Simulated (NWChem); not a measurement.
C2H5InO2; SMILES CC(=O)[O][InH2]

```xyz
10

In    -0.0001     1.0187     0.0015
H      0.0000     1.6591    -1.5869
H     -0.0001     1.6329     1.6004
O      1.0966    -0.9393    -0.0121
C      0.0016    -1.5726    -0.0146
C     -0.0007    -3.0701     0.0119
O     -1.0941    -0.9396    -0.0123
H     -0.8696    -3.4592    -0.5331
H     -0.0848    -3.3981     1.0597
H      0.9354    -3.4647    -0.4005
```
Atoms are numbered in this order, from 1.

Results from NWChem. The geometry was optimised at PBE0/def2-SVP. No frequency run checked for a minimum. def2 effective core potentials on In; no spin-orbit coupling. Total energies compare along this basis series because the functional is fixed.

```json
[
 {"level": "TPSS/def2-SVP", "basis functions": "107", "energy (Ha)": "-419.6251", "highest occupied level (eV)": "-6.69", "orbital gap (eV)": "5.39", "dipole (D)": "0.35", "relative time": "1"},
 {"level": "TPSS/def2-SVPD", "basis functions": "158", "energy (Ha)": "-419.6429", "highest occupied level (eV)": "-6.96", "orbital gap (eV)": "5.49", "dipole (D)": "0.30", "relative time": "3"},
 {"level": "TPSS/def2-TZVP", "basis functions": "204", "energy (Ha)": "-419.8984", "highest occupied level (eV)": "-6.86", "orbital gap (eV)": "5.43", "dipole (D)": "0.37", "relative time": "3"},
 {"level": "TPSS/def2-TZVPP", "basis functions": "244", "energy (Ha)": "-419.8997", "highest occupied level (eV)": "-6.86", "orbital gap (eV)": "5.42", "dipole (D)": "0.37", "relative time": "5"}
]
```

Times are rough ratios from one shared machine.
